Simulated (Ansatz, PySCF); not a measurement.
Spin states of C4O4W (SMILES [O+]#[C-]->[W](<-[C-]#[O+])(<-[C-]#[O+])<-[C-]#[O+]), each relaxed with B3LYP-D3(BJ)/def2-TZVP.
State 1 (charge 0, multiplicity 1):
```xyz
9

W     -0.83720    -0.00371    -0.12969
O      1.59374     1.33218    -1.49770
C      0.68356     0.83565    -0.98993
O      1.14522    -1.39977     1.79037
C      0.40177    -0.88068     1.07578
O     -0.51511    -2.47586    -2.14022
C     -0.67036    -1.59386    -1.42830
O     -0.95406     2.46620     1.90583
C     -0.95281     1.58598     1.17504
```
State 2 (charge 0, multiplicity 3):
```xyz
9

W     -0.4701    -0.0095    -0.0815
O      1.4048     1.6958    -1.9703
C      0.6240     1.1238    -1.3529
O      0.8625    -1.7533     2.1931
C      0.2640    -1.1648     1.4098
O     -0.5531    -2.4665    -2.1281
C     -0.4931    -1.5899    -1.3939
O     -0.9781     2.4554     1.8930
C     -0.7662     1.5751     1.1920
```

Singlets are restricted, other states unrestricted; no spin–orbit coupling, no relativity up to Kr; see below for the cores. The largest T1 diagnostic is 0.024.

Codes used: Ansatz (Gaussian orbitals); PySCF for the dispersion terms. Values without a source in brackets are computed. In def2 rows elements past Kr take small-core potentials, without spin–orbit coupling.

```json
[
 {"level": "SVWN5/def2-TZVPP", "energy of the multiplicity-3 state less that of the multiplicity-1 state (kcal/mol)": "…"},
 {"level": "PBE/def2-TZVPP", "energy of the multiplicity-3 state less that of the multiplicity-1 state (kcal/mol)": "…"},
 {"level": "r2SCAN-D3(BJ)/def2-TZVPP", "energy of the multiplicity-3 state less that of the multiplicity-1 state (kcal/mol)": "24.67"},
 {"level": "B97M-V/def2-TZVPP", "energy of the multiplicity-3 state less that of the multiplicity-1 state (kcal/mol)": "23.52"},
 {"level": "r2SCANh/def2-TZVPP", "energy of the multiplicity-3 state less that of the multiplicity-1 state (kcal/mol)": "23.96"},
 {"level": "B3LYP/def2-TZVPP", "energy of the multiplicity-3 state less that of the multiplicity-1 state (kcal/mol)": "23.11"},
 {"level": "PBE0-D4/def2-TZVPP", "energy of the multiplicity-3 state less that of the multiplicity-1 state (kcal/mol)": "25.15"},
 {"level": "CAM-B3LYP/def2-TZVPP", "energy of the multiplicity-3 state less that of the multiplicity-1 state (kcal/mol)": "21.72"},
 {"level": "CAM-B3LYP-D3(BJ)/def2-TZVPP", "energy of the multiplicity-3 state less that of the multiplicity-1 state (kcal/mol)": "22.05"}
]
```

**Question.** Complete the blanks.

**Answer.** 
- SVWN5/def2-TZVPP, energy of the multiplicity-3 state less that of the multiplicity-1 state (kcal/mol): 31.97
- PBE/def2-TZVPP, energy of the multiplicity-3 state less that of the multiplicity-1 state (kcal/mol): 26.47

Ansatz is an electronic-structure program.
